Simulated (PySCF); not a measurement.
Compound: C6H16N2Si.
Structure used (GFN2-xTB), in Å, numbered top down from 1:
```xyz
25
C6H16N2Si angstrom
C     -0.3068   -0.5916    2.4995
N     -0.3113    0.2227    1.3078
N      1.0129    0.5608    0.9244
C      1.6546   -0.3835    0.0564
C      1.6835   -0.2450   -1.4431
C      2.9235    0.0044   -0.6304
Si    -1.6692    0.2540    0.2278
C     -1.5267    1.8354   -0.8171
C     -1.8685   -1.2552   -0.9244
H      0.0029   -1.6244    2.3028
H      0.3842   -0.1546    3.2208
H     -1.3094   -0.6052    2.9178
H      0.9989    1.4818    0.4959
H      1.5872   -1.3862    0.4610
H      1.6380   -1.1367   -2.0505
H      1.2002    0.6107   -1.8903
H      3.2591    1.0245   -0.5225
H      3.7279   -0.7131   -0.6770
H     -2.8205    0.3433    1.1373
H     -0.7989    1.7483   -1.6177
H     -2.4827    2.0563   -1.2800
H     -1.2550    2.6918   -0.2073
H     -1.8526   -2.1815   -0.3566
H     -1.0717   -1.3116   -1.6616
H     -2.8106   -1.2213   -1.4636
```

NICS = −σ at a ghost point: NICS(0) at the centroid of the ring atoms, NICS(1) 1 Å to either side along the normal of their mean plane, zz for the tensor component along that normal. Level: GIAO PBE0/pcSseg-1 (PySCF, non-relativistic, gas phase) on the GFN2-xTB geometry, one conformer.

Ring bond lengths (Å), with Mayer bond orders in brackets: C4–C5 1.506 (0.95), C5–C6 1.504 (0.96), C6–C4 1.494 (0.97).

Task: What do the NICS probes read (ppm)?

Result: 
| ring | type | NICS(0) | NICS(1), two faces | NICS(1)zz, two faces | rms pucker (Å) | centre to ring atoms, mean (Å) |
| --- | --- | --- | --- | --- | --- | --- |
| C4–C5–C6 | 3-membered carbocycle; formal bonds all single | -40.7 | -8.1 / -8.9 | -17.5 / -22.7 | 0.00 | 0.87 |

Task: What can be read from them?

Result: 
- C4–C5–C6: mean NICS(1)zz -20.1 ppm, shielded. C4, C5, C6 have four or more neighbours, and the NICS criterion for π rings isn't applied. The two faces differ by 5.2 ppm, so no symmetry operation interchanges them. NICS(0) lies 32 ppm below the mean NICS(1).

Task: At the first NICS(1) probe listed for ring C4–C5–C6, 1 Å off the ring, what do the in-plane components average?

Result: The isotropic value is a third of the trace: (3 × -8.1 − (-17.5))/2 = -3.4 ppm.

Task: Give the inner angles of the rings and the Hirshfeld charges of the ring atoms.

Result: 
- C4–C5–C6: C4 60.1° (-0.004 e), C5 59.5° (-0.102 e), C6 60.3° (-0.094 e); sum 180.0° against 180° for a flat convex ring.

Task: What are the shieldings of the ring atoms and their hydrogens in the same run (means over atoms taken as equivalent)?

Result: 
```json
{"atoms": "C4", "environment": "sp3 carbon bound to nitrogen", "σ isotropic (ppm)": "153.2", "principal values of the symmetric part, first atom (ppm)": "107.5, 145.6, 206.5"}
{"atoms": "C5 (×2)", "environment": "three-membered-ring carbon", "σ isotropic (ppm)": "178.6", "principal values of the symmetric part, first atom (ppm)": "142.1, 171.6, 212.0"}
{"atoms": "H14", "environment": "methine hydrogen", "σ isotropic (ppm)": "29.35", "principal values of the symmetric part, first atom (ppm)": "23.4, 29.2, 35.4"}
{"atoms": "H15 (×2)", "environment": "methylene hydrogen", "σ isotropic (ppm)": "31.17", "principal values of the symmetric part, first atom (ppm)": "25.8, 27.4, 40.6"}
{"atoms": "H16 (×2)", "environment": "methylene hydrogen", "σ isotropic (ppm)": "31.59", "principal values of the symmetric part, first atom (ppm)": "27.4, 28.8, 38.7"}
```
